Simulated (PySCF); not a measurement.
# NMR problem set

- coordinates at the GFN2-xTB level
- shieldings: GIAO PBE0/pcSseg-1
- code: PySCF 2.14
- equivalent nuclei averaged, non-relativistic Hamiltonian, no solvent model, one conformer

Chemical shifts δ = σref − σ; ¹H (σ = 31.72 ppm), ¹³C (σ = 186.93 ppm) vs TMS, all at this level. Splittings of carbon signals by F and P are missing where no couplings were computed. Where no couplings were computed, multiplicities follow the n + 1 count of equivalent neighbours, and m marks all less simple cases (inequivalent or close neighbours, rings, F or P nearby). Shifts are as computed. Against solution values, carbons near 30 ppm lie about +3 ppm off and those near 130 ppm about +5 ppm (rms about the fit 2.1 ppm; single classes can miss by 10 ppm). Of 1328 compounds with measured shifts, 309 miss one by over three times the rms of a fit or turn the order of signals round; such compounds aren't used in these exercises. Signals without a measured value on file couldn't be tested in this way; 1H shifts scatter by 0.2 ppm about their fit, and single ones miss by 0.5 ppm.

(1) C$_{4}$H$_{3}$N$_{3}$O. ¹H NMR (500 MHz, computed): δ 10.70 (s, 1H), 9.75 (d, 1H), 7.89 (d, 1H). ¹³C{¹H} NMR (computed): δ 202.3 (CH), 155.9 (CH), 152.5 (C), 119.3 (CH). Give a structure.

(2) C$_{5}$H$_{4}$F$_{4}$O. ¹H NMR (500 MHz, computed): δ 5.96 (m, 2H), 4.80 (m, 1H), 4.02 (m, 1H). ¹³C{¹H} NMR (computed): δ 168.3 (C), 154.9 (C), 134.5 (C), 105.2 (CH2), 87.7 (CH2). Give a structure.

## Answers

(1) SMILES n1ccc(C=O)nn1. The formula gives 5 degrees of unsaturation (1 ring in the answer). 4 carbon signals for 4 carbons: no two carbons are equivalent. Carbon types of the structure: 1 × C, 3 × CH, which accounts for all hydrogens. δC 202.3: aldehyde carbonyl carbon; the double bond to the heteroatom, with no lone-pair donor beside it, deshields it most. δC 155.9: aromatic CH next to a ring nitrogen; the adjacent pyridine-type nitrogen withdraws density from it. δH 10.70: hydrogen on an aldehyde carbonyl carbon; the C=O anisotropy and electron withdrawal place aldehyde protons far downfield. δH 9.75: hydrogen on an aromatic CH next to a ring nitrogen; ring current plus the neighbouring ring nitrogen.

The data come from this structure; uniqueness wasn't tested.

(2) SMILES C(=C)(OCF)C(F)=C(F)F. The formula gives 2 degrees of unsaturation (no ring in the answer). 5 carbon signals for 5 carbons: no two carbons are equivalent. Carbon types of the structure: 3 × C, 2 × CH2, which accounts for all hydrogens. δC 168.3, 134.5: fully substituted alkene carbon. δC 154.9: alkene carbon bearing oxygen; an sp2 carbon further deshielded by the attached heteroatom. δC 105.2: sp3 CH2 bonded to F and O; 2 electronegative neighbours deshield it. δC 87.7: β carbon of an enol-ether or enamine type C=C; the O or N lone pair pushes π density onto this β carbon and shields it.

The data come from this structure; uniqueness wasn't tested.
